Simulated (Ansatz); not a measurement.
A search over several starts for the lowest SCF solution of the cluster Zr2P2 at the given spin, in a small basis.

```yaml
crystal:
  periodic: [false, false, false]
  atoms:
    - {symbol: Zr, position_ang: [-0.724567, 0.752932, -1.131060]}
    - {symbol: Zr, position_ang: [0.290886, -1.429314, 0.493610]}
    - {symbol: P, position_ang: [1.624506, 0.305808, -0.604583]}
    - {symbol: P, position_ang: [-1.190825, 0.370573, 1.242044]}
basis:
  gaussian: {orbitals: def2-SVP, initial_orbitals: start.molden}
magnetization: {spin_polarized: true, initial_magnetization: 4}
hamiltonian: {xc: pbe0, dispersion: d4}
output: {orbitals: {seedname: orbitals}}
```

The file start.molden holds the orbitals of an earlier run on this structure, at another level or in another basis.

```sh
$ ansatz run in.yaml --threads 4 --pin off --events-out ev --progress --plain --max-ram 3916MiB
```

Output, abridged:

```
Functional definition: PBE0
976 factors; integrals over basis functions are off by at most 4.8e-4 eV
mean field evaluation 1: about -21122.1571 eV, gradient 4.1e0 eV
mean field evaluation 2: about -21122.2979 eV, gradient 2.3e-1 eV
mean field evaluation 4: about -21122.3731 eV, gradient 3.1e-2 eV
mean field evaluation 8: about -21122.3731 eV, gradient 2.0e-5 eV
mean field evaluation 16: about -21122.3606 eV, gradient 5.3e-1 eV
mean field evaluation 32: about -21122.3731 eV, gradient 5.9e-4 eV
mean field -21122.37314369 eV, -776.2328957717 hartree, gradient 2.1e-5 eV, S^2 6.024097; 7 other end points of the search recorded, 0 dependent functions left out
reference -21122.37317936 eV, -776.2328970828 hartree; 29, 25 occupied and 69, 73 virtual orbitals, 976 factors
Total energy: -21122.56524278 eV, -776.2399552830 hartree
```

Run time 8 s (4 threads of Arm Neoverse V2 on a shared host).

In the def2 sets Zr takes a core potential; there is no spin–orbit coupling. At PBE0-D4/def2-TZVP a triplet of charge 0 lies 1.26 eV below the quintet, each at its own geometry. The structure comes from a short search, and lower isomers may exist.
